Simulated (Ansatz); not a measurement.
Which method gave which barrier?

Saddle point of CH$_{7}$BrSi, closed shell (SiH₃Br ([SiH3][Br]) + CH₄ → CH₆Si ([CH3][SiH3]) + HBr; bonds formed: Si1–C7, Br2–H6; bonds broken: Si1–Br2, H6–C7), PBE0-D4/def2-TZVP structure:

Si1  (-1.016, 0.222, -0.254)
Br2  (-0.043, -2.063, -1.484)
H3  (-1.109, 0.667, -1.652)
H4  (-1.170, 1.465, 0.568)
H5  (-1.924, -0.761, 0.355)
H6  (0.545, -0.666, -0.252)
C7  (0.976, 0.189, 0.530)
H8  (1.213, 1.185, 0.161)
H9  (1.885, -0.423, 0.463)
H10  (0.644, 0.186, 1.566)
(Å)

Program: Ansatz 0.2.0. Basis: def2-TZVPP, with def2-QZVPP for the basis limit. Cores are frozen in the correlated methods. Filled d shells of the heavier atoms are correlated. The def2 sets are not built for correlating such inner shells, so the correlated values are less sure here. Extrapolation: Hartree–Fock as exp(−7.88 √X), correlation as X^−2.97. Four methods, as single points on the PBE0-D4 structures, gave these electronic barriers from the start structure: 228.2, 242.6, 262.2, 324.8 kJ/mol.

Question: The methods were, in alphabetical order, HF, MP2, PBE-D4, PBE0-D4. Which gave which? (Judge from chemistry; the calculation decides.)

Answer: The calculation gives: PBE-D4 228.2; PBE0-D4 242.6; MP2 262.2; HF 324.8 kJ/mol. For comparison, CCSD(T) at an estimated basis limit (MP2 extrapolated from triple and quadruple zeta, plus CCSD(T) − MP2 in triple zeta) gives 263.7 kJ/mol.

T1 diagnostic: at most 0.010. The start structure is not quite a true minimum (one mode of 31i cm⁻¹).

Labels in which every atom is bracketed show which atoms are joined, not bond orders.

For scale, one of the runs: CCSD(T)/def2-TZVPP, 219 basis functions, launched by `ansatz run in.yaml --threads 4 --pin off --events-out ev --progress --plain --max-ram 9574MiB`. Time: 83 s of wall clock on 4 CPU threads of an Arm Neoverse V2; the host was shared. Peak host memory: 3.2 GiB.
